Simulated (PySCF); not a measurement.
Start geometry of GeCl3(SiMe3), `C[Si](C)(C)[Ge]([Cl])([Cl])[Cl]` from GFN2-xTB (Å):
```
atom  x, y, z in Å
Ge1    1.069    1.661    0.720
Cl2    1.098    1.956    2.865
Cl3    3.028    1.916    0.063
Cl4    0.239    3.637    0.054
Si5   -0.181   -0.315   -0.148
C6     0.810   -1.746    0.568
C7    -1.899   -0.165    0.602
C8    -0.045   -0.134   -2.025
H9     0.400   -2.698    0.319
H10    0.826   -1.751    1.692
H11    1.828   -1.730    0.262
H12   -1.881   -0.136    1.708
H13   -2.495    0.788    0.241
H14   -2.605   -0.985    0.322
H15   -0.609    0.718   -2.350
H16    0.940   -0.051   -2.323
H17   -0.550   -0.966   -2.510
```

What comes out of this run: PBE0-D3(BJ)/def2-SVP geometry optimisation, gas phase (PySCF)?

```
atom  x, y, z in Å
Ge1    0.998    1.719    0.649
Cl2    1.075    1.923    2.803
Cl3    3.048    1.716   -0.047
Cl4    0.103    3.533   -0.123
Si5   -0.149   -0.241   -0.075
C6     0.811   -1.690    0.625
C7    -1.887   -0.115    0.611
C8    -0.087   -0.162   -1.946
H9     0.348   -2.640    0.313
H10    0.825   -1.659    1.726
H11    1.852   -1.679    0.267
H12   -1.871   -0.066    1.710
H13   -2.390    0.789    0.234
H14   -2.485   -0.991    0.313
H15   -0.600    0.739   -2.315
H16    0.956   -0.131   -2.297
H17   -0.575   -1.045   -2.389
```

The energy falls by 58.2 kJ/mol over 9 energy and gradient evaluations, the largest force component goes from 0.0504 to 2.4e-04 Eh/bohr, and the atoms move by 0.104 Å rms after alignment. The bond that changes most is Ge1–Si5 (ends: germanium bonded to 3 Cl and Si; silicon bonded to 3 C and Ge), which shortens by 0.110 Å. Bonds longer at the end by more than 0.005 Å: 6 of 16; shorter: 9. Among the angles that change most is Cl3–Ge1–Cl4, from 98.4° to 106.1°. Rotational constants go from 893.9, 562.6, 549.6 to 862.0, 589.0, 587.4 MHz. The orientation of the end geometry is arbitrary; only internal coordinates are fixed.

The run used 191 basis functions and 54 SCF cycles in all.

Not checked by PBE0-D3(BJ)/def2-SVP frequencies.
